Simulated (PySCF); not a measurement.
F₃La, singlet, at a GFN2-xTB geometry (such geometries of metal compounds can be far from the true shape) (core potentials on La). Base run: PySCF with SVWN5/def2-SV(P).

The PySCF input:
```python
from pyscf import gto, scf, dft

mol = gto.Mole()
mol.atom = '''
    La    0.03101627   -0.05651823   -0.13480663
    F    -1.70864996   -0.89419144    0.33144867
    F    -0.05107305    1.90142145   -0.45924858
    F     1.56328666   -0.64928125    0.98157523
'''
mol.basis = 'def2-sv(p)'
mol.ecp = {'La': 'def2-sv(p)'}
mol.verbose = 4
mol.build()

mf = dft.RKS(mol)
mf.xc = 'lda,vwn'
mf.kernel()
```

The base run was repeated with changes; each row names its change, and settings that it needs were set with it.

| change | ΔE vs base (µEh) | SCF cycles | outcome |
|---|---|---|---|
| base | 0.0 | 10 | converged |
| DIIS = ADIIS | 0.0 | 18 | converged |
| damp = 0.5; diis_start_cycle = 5 | 0.0 | 12 | converged |
| init_guess = mod_huckel | 0.0 | 12 | converged |
| conv_tol = 1e-4 | 2.9 | 6 | converged |
| diis_space = 4 | 0.0 | 11 | converged |
| diis_space = 12 | 0.0 | 10 | converged |
| level_shift = 1.0 (with mf.max_cycle = 100) | 0.0 | 38 | converged |
| init_guess = 1e | 0.0 | 15 | converged |
| diis = off; damp = 0.6 (with mf.diis_start_cycle = 200; with mf.max_cycle = 150) | 0.0 | 17 | converged |
| diis = off; damp = 0.3 (with mf.diis_start_cycle = 200; with mf.max_cycle = 150) | - | 150 | not converged |
| init_guess = atom | 0.0 | 10 | converged |
| diis_space = 20 | 0.0 | 10 | converged |
